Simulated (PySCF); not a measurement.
# PbN⁻ at RHF-CCSD

Level: RHF-CCSD. Pb def2-SVPD with ECP60, N def2-SVPD; scalar-relativistic core potentials (PySCF 2.14).

* state: singlet, closed shell
* bond length: 3.763 bohr
* harmonic wavenumber: 714 cm⁻¹
* force constant: 3.94 mdyn/Å
* rotational constant Be: 0.3240 cm⁻¹
* anharmonicity ωexe: 2.83 cm⁻¹
* vibration–rotation constant αe: 0.00180 cm⁻¹
* well depth De to Pb⁻ + N: 2.27 eV
* dissociation energy D0: 2.23 eV

Correlated steps freeze 5 core orbitals. Correlated levels converge slowly with the basis: in double zeta they bind strong bonds too weakly, by up to about 1 eV, and carry superposition errors of some tenths. These are scalar-relativistic numbers at best; spin–orbit coupling would shift them, the dissociation energy most. For an ion De counts to the pair picked by the measured ionisation energies or electron affinities, which need not be the lowest pair at this level. Where the molecule has an RHF reference, its open-shell atoms are computed with UHF. The CCSD T1 diagnostic is raised, a sign that a single reference may not be enough here.
